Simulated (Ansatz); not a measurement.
Consider the redistribution: `C[SiH2]B(F)Cl` + `[OH][GaH][SH]` → `O[SiH2]B(F)Cl` + `[CH3][GaH][SH]`.

Gas-phase electronic energies from Ansatz, PBE0-D4/def2-TZVP geometries. CCSD(T)/CBS adds triple-zeta CCSD(T) − MP2 to the extrapolated MP2 energy (def2 sets, frozen cores). DFT in def2-TZVPP. B3LYP here is the variant with VWN-RPA as its local correlation; programs differ in this. For Ga outer-core shells are correlated without core-valence functions, which leaves a few kJ/mol of doubt a bond. Scalar relativity is left out up to krypton. One conformer a species, not always the lowest.

| level | ΔE (kcal/mol) | difference from CCSD(T)/CBS |
| --- | --- | --- |
| B3LYP-D4 | -3.7 | 0.2 |
| ωB97X-V | -2.9 | 1.0 |
| r2SCAN | -2.8 | 1.1 |
| PBE0 | -3.2 | 0.7 |
| MP2/def2-TZVPP | -3.3 | 0.6 |
| SCS-MP2/def2-TZVPP | -3.3 | 0.6 |
| CCSD(T)/def2-TZVPP | -3.1 | 0.8 |
| HF/def2-QZVPP | -4.9 | -1.0 |
| MP2/def2-QZVPP | -3.8 | 0.1 |
| CCSD/CBS(def2) | -4.4 | -0.5 |
| CCSD(T)/CBS | -3.9 | 0 |

Largest T1 diagnostic among the species: 0.014.

From PBE to PBE0 (25 % exact exchange), in def2-TZVPP and without D4, ΔE moves by −0.8 kcal/mol. In def2-TZVPP, CCSD(T) changes the Hartree–Fock value by +1.8 kcal/mol (the triples alone add +0.4 kcal/mol) and MP2 by +1.6 kcal/mol.
